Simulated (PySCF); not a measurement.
Telling isomers of C$_{5}$H$_{10}$OSi$_{3}$ apart by NMR

[PySCF 2.14: GIAO PBE0/pcSseg-1 shieldings; GFN2-xTB geometry; single conformer; gas phase; non-relativistic; one averaged value for each set of equivalent atoms]

δ = σ(ref) − σ, references computed at the same level: 1H (σref 31.72), 13C (σref 186.93) against TMS. Where no couplings were computed, multiplicities follow the n + 1 count of equivalent neighbours, and m marks all less simple cases (inequivalent or close neighbours, rings, F or P nearby). Shifts are as computed. Against solution values, carbons near 30 ppm lie about +3 ppm off and those near 130 ppm about +5 ppm. Of 1309 compounds with measured shifts, 239 miss one by over three times the rms of a fit or turn the order of signals round; such compounds aren't used in these exercises.

(1) Tabulate the signals of `C#C[Si@@H](O[SiH3])[SiH2]C#CC`, `CC#C[Si@@H]1C=C[SiH2]O[SiH2]1` and their relative energies.

(2) What is the quickest way to tell C#C[Si@@H](O[SiH3])[SiH2]C#CC from CC#C[Si@@H]1C=C[SiH2]O[SiH2]1?

Results:

(1) 
```json
{"SMILES": "C#C[Si@@H](O[SiH3])[SiH2]C#CC", "carbon types": "3×C 1×CH 1×CH3", "δC": "117.5, 104.8, 90.6, 77.1, 6.4", "δH": "5.60 (m, 1H), 5.18 (s, 3H), 4.47 (m, 1H), 4.13 (m, 1H), 2.16 (d, 1H), 2.14 (s, 3H)", "E rel. (kcal/mol)": "35.5"}
{"SMILES": "CC#C[Si@@H]1C=C[SiH2]O[SiH2]1", "carbon types": "2×C 2×CH 1×CH3", "δC": "157.1, 155.5, 115.4, 81.4, 6.3", "δH": "7.66 (m, 1H), 6.92 (m, 1H), 5.77 (m, 1H), 5.75 (m, 1H), 5.26 (m, 1H), 5.26 (m, 1H), 4.73 (m, 1H), 2.08 (s, 3H)", "E rel. (kcal/mol)": "0.0"}
```

Energies are electronic energies at PBE0/pcSseg-1 on these geometries, without zero-point or thermal terms, each for the one conformer computed, which needn't be the lowest.

(2) Both give the same number of carbon signals, but DEPT or the intensities differ. The first has a terminal alkyne carbon (CH) at 104.8 ppm, the second an alkene CH at 157.1 ppm. Their most deshielded carbons lie at 117.5 and 157.1 ppm. In the proton spectra the most deshielded non-exchanging signals are 5.60 (m, 1H) and 7.66 (m, 1H).
